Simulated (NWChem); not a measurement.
# GeN$_{2}$H$_{5}$F; SMILES [NH2][GeH]([NH2])[F]

```xyz
9

Ge     0.0481     0.0078    -0.2445
N      0.3772    -1.6358     0.4223
N     -1.5816     0.4942     0.3804
F      1.0899     1.2579     0.3995
H      0.3428     0.0034    -1.7523
H      0.2560    -1.7366     1.4257
H      1.2275    -2.0997     0.1195
H     -1.8139     1.4771     0.2759
H     -2.3624    -0.0814     0.0807
```
Atoms are numbered in this order, from 1.

Level: PBE0/def2-SVP (NWChem), optimised geometry, unscaled harmonic frequencies. 

**Question.** List the harmonic frequencies with IR intensities, and the thermochemistry.

**Answer.** 
| frequency (cm⁻¹) | IR intensity (km/mol) |
|---|---|
| 138 | 11.2 |
| 205 | 4.2 |
| 222 | 28.6 |
| 261 | 9.0 |
| 326 | 16.0 |
| 486 | 215.9 |
| 492 | 207.0 |
| 693 | 77.1 |
| 700 | 76.2 |
| 727 | 45.8 |
| 743 | 52.1 |
| 770 | 37.4 |
| 887 | 48.0 |
| 898 | 46.7 |
| 1536 | 63.7 |
| 1541 | 4.8 |
| 2175 | 146.4 |
| 3592 | 39.5 |
| 3593 | 12.2 |
| 3697 | 29.6 |
| 3699 | 36.0 |

```
Item                                                                                Value
-----------------------------------------------------------------------  ----------------
zero-point energy                                                           39.1 kcal/mol
thermal correction to the enthalpy at 298.15 K (with zero-point energy)     43.8 kcal/mol
heat capacity Cv                                                         22.5 cal/(mol K)
entropy at 298.15 K and 1 atm (symmetry number 1)                        78.8 cal/(mol K)
dipole moment                                                                      2.01 D
```

Rigid rotor and harmonic oscillator.
